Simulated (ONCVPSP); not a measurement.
# An all-electron radial function and its pseudo partner (niobium)

Columns: radius, all-electron u(r) and pseudo u(r) of the 4s shell (level -58.46 eV) of niobium in the configuration [Ar] 3d10 4s2 4p6 4d4 5s1; LDA (Perdew-Zunger), scalar-relativistic, ONCV scheme, ONCVPSP 4.0.1.

```tsv
r (bohr)	all-electron	pseudo
0.132	0.3161	0.0690
0.265	-0.4551	0.1717
0.398	-0.4943	0.3236
0.530	-0.0072	0.5151
0.663	0.5158	0.7200
0.795	0.8709	0.8947
0.928	1.0441	1.0076
1.060	1.0747	1.0420
1.193	1.0157	1.0024
1.325	0.9100	0.9079
1.458	0.7854	0.7853
1.590	0.6614	0.6613
1.723	0.5458	0.5458
1.855	0.4448	0.4447
1.988	0.3580	0.3579
2.120	0.2861	0.2861
2.252	0.2272	0.2271
2.385	0.1791	0.1791
2.518	0.1405	0.1405
2.650	0.1101	0.1101
2.782	0.0860	0.0860
2.915	0.0669	0.0668
3.048	0.0519	0.0519
3.180	0.0402	0.0402
3.312	0.0312	0.0312
3.445	0.0241	0.0241
```

How many radial nodes do the two functions have?

The all-electron 4s function has n − l − 1 = 3 (the table is too coarse to show those close to the nucleus); the pseudo-wave has 0, since the states of the same l below it are removed with the core.

At about which radius was the pseudo-wave matched?

1.50 bohr, where the columns begin to agree (steps of 0.13 bohr).

Where does each function peak?

Outermost all-electron maximum near 1.06 bohr, pseudo maximum near 1.06 bohr (to the table’s step).

Is the pseudo-wave norm-conserving?

Yes: the ONCV scheme keeps the norm inside the radius equal to the all-electron one, which fixes the energy derivative of the logarithmic derivative at the level.
